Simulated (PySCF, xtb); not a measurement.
C₂H₉NOSi, SMILES CC[Si@@H](N)O. The values are those of a single conformer.

Harmonic wavenumbers (cm⁻¹) from GFN2-xTB (xtb) at its own minimum, in rising order: 59, 134, 144, 198, 225, 258, 278, 315, 524, 638, 682, 717, 735, 788, 822, 858, 930, 987, 1026, 1087, 1248, 1305, 1419, 1495, 1511, 1514, 1525, 2238, 2955, 2973, 3005, 3037, 3046, 3477, 3511, 3687.

Question: What does r2SCAN-D4/def2-SVP (PySCF) give at its own minimum? (Estimate from the structure and the level; the computed values follow.)

Answer: 64, 77, 160, 189, 249, 268, 320, 348, 442, 621, 657, 746, 779, 823, 864, 890, 930, 972, 984, 1047, 1244, 1254, 1384, 1423, 1474, 1477, 1548, 2193, 3013, 3026, 3063, 3114, 3127, 3570, 3667, 3874. Paired by order, the mean absolute difference is 46 cm⁻¹ and the zero-point energies are 70.6 and 71.3 kcal/mol.
